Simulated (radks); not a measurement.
Isoelectronic series with 20 electrons, all held in the configuration [Ar] 4s2, which need not be the ground one along the series. Calculated with a radial shooting solver on a logarithmic mesh with Libxc functionals: Dirac Kohn-Sham, BLYP, spin-unpolarised, spherical densities, point nucleus. Total energies (hartree) and mean radii <r> (bohr):

ion	E (hartree)	4s1/2	3p3/2
Ca	-680.56861	3.997	1.276
Mn5+	-1149.66916	1.891	0.8224
Zn10+	-1749.14602	1.313	0.6124
Br15+	-2480.99654	1.013	0.4890
Zr20+	-3347.99648	0.8265	0.4072
Rh25+	-4353.60920	0.6976	0.3488
Sn30+	-5502.03887	0.6027	0.3049
Cs35+	-6798.3317	0.5297	0.2706
Nd40+	-8248.5172	0.4716	0.2431
Tb45+	-9859.7972	0.4242	0.2206
Yb50+	-11640.7981	0.3845	0.2017
Re55+	-13601.9102	0.3508	0.1856
